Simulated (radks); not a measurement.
Values are calculated unless marked as measured or tabulated.
P3-, configuration [Ar]. Code: a radial shooting solver on a logarithmic mesh with Libxc functionals. Model: non-relativistic Kohn-Sham, LB94 model potential, spin-unpolarised, spherical densities, point nucleus; Watson sphere of charge +3.65 and radius 4.2 bohr.

Local quantities along the radius. ELF = 1/(1 + alpha^2) is the electron localisation function; alpha = (tau - tau_W)/tau_unif compares the Pauli kinetic energy density with that of the uniform gas; 4 pi r^2 rho is in e/bohr.

| r (bohr) | ELF | alpha | 4 pi r^2 rho |
|---|---|---|---|
| 0.007241 | 1.000 | 0.01123 | 1.161 |
| 0.00823 | 1.000 | 0.01169 | 1.456 |
| 0.009353 | 1.000 | 0.01224 | 1.818 |
| 0.01063 | 1.000 | 0.01289 | 2.261 |
| 0.01208 | 1.000 | 0.01367 | 2.796 |
| 0.01373 | 1.000 | 0.01462 | 3.438 |
| 0.01561 | 1.000 | 0.01578 | 4.199 |
| 0.01774 | 1.000 | 0.01721 | 5.090 |
| 0.02016 | 1.000 | 0.01901 | 6.116 |
| 0.02291 | 1.000 | 0.02128 | 7.278 |
| 0.02625 | 0.999 | 0.02440 | 8.650 |
| 0.02984 | 0.999 | 0.02828 | 10.04 |
| 0.03391 | 0.999 | 0.03345 | 11.50 |
| 0.03854 | 0.998 | 0.04048 | 12.95 |
| 0.0438 | 0.997 | 0.05028 | 14.33 |
| 0.04979 | 0.996 | 0.06428 | 15.54 |
| 0.05659 | 0.993 | 0.08487 | 16.47 |
| 0.06431 | 0.987 | 0.1160 | 17.02 |
| 0.07309 | 0.974 | 0.1646 | 17.13 |
| 0.08308 | 0.945 | 0.2422 | 16.75 |
| 0.09442 | 0.881 | 0.3682 | 15.92 |
| 0.1073 | 0.754 | 0.5710 | 14.76 |
| 0.122 | 0.563 | 0.8813 | 13.44 |
| 0.1386 | 0.374 | 1.295 | 12.21 |
| 0.1576 | 0.257 | 1.700 | 11.34 |
| 0.1791 | 0.222 | 1.875 | 11.03 |
| 0.2035 | 0.258 | 1.694 | 11.37 |
| 0.2313 | 0.369 | 1.306 | 12.31 |
| 0.2629 | 0.532 | 0.9370 | 13.60 |
| 0.2988 | 0.684 | 0.6794 | 14.90 |
| 0.3396 | 0.784 | 0.5243 | 15.78 |
| 0.386 | 0.838 | 0.4393 | 15.92 |
| 0.4387 | 0.861 | 0.4018 | 15.12 |
| 0.4986 | 0.860 | 0.4041 | 13.41 |
| 0.5667 | 0.827 | 0.4567 | 11.04 |
| 0.644 | 0.732 | 0.6046 | 8.424 |
| 0.732 | 0.514 | 0.9727 | 5.999 |
| 0.8319 | 0.236 | 1.798 | 4.121 |
| 0.9455 | 0.101 | 2.982 | 2.958 |
| 1.075 | 0.091 | 3.167 | 2.465 |
| 1.221 | 0.199 | 2.006 | 2.440 |
| 1.388 | 0.485 | 1.031 | 2.630 |
| 1.59 | 0.736 | 0.5982 | 2.830 |
| 1.808 | 0.818 | 0.4723 | 2.883 |
| 2.054 | 0.832 | 0.4490 | 2.773 |
| 2.335 | 0.820 | 0.4683 | 2.528 |
| 2.654 | 0.795 | 0.5085 | 2.209 |
| 3.016 | 0.762 | 0.5588 | 1.869 |
| 3.428 | 0.727 | 0.6127 | 1.538 |
| 3.896 | 0.688 | 0.6736 | 1.217 |
| 4.428 | 0.625 | 0.7740 | 0.8815 |
| 5.033 | 0.513 | 0.9753 | 0.5513 |
| 5.72 | 0.349 | 1.367 | 0.2922 |
| 6.501 | 0.176 | 2.162 | 0.1287 |
| 7.389 | 0.061 | 3.925 | 0.04602 |
| 8.398 | 0.014 | 8.324 | 0.01303 |
| 9.545 | 0.002 | 21.01 | 0.002842 |
| 10.85 | 0.000 | 64.42 | 0.0004638 |

On this mesh the ELF has minima near r = 0.18, 1.1 bohr, which separate the shells, and maxima near 0.44 (0.86), 2.1 (0.83).
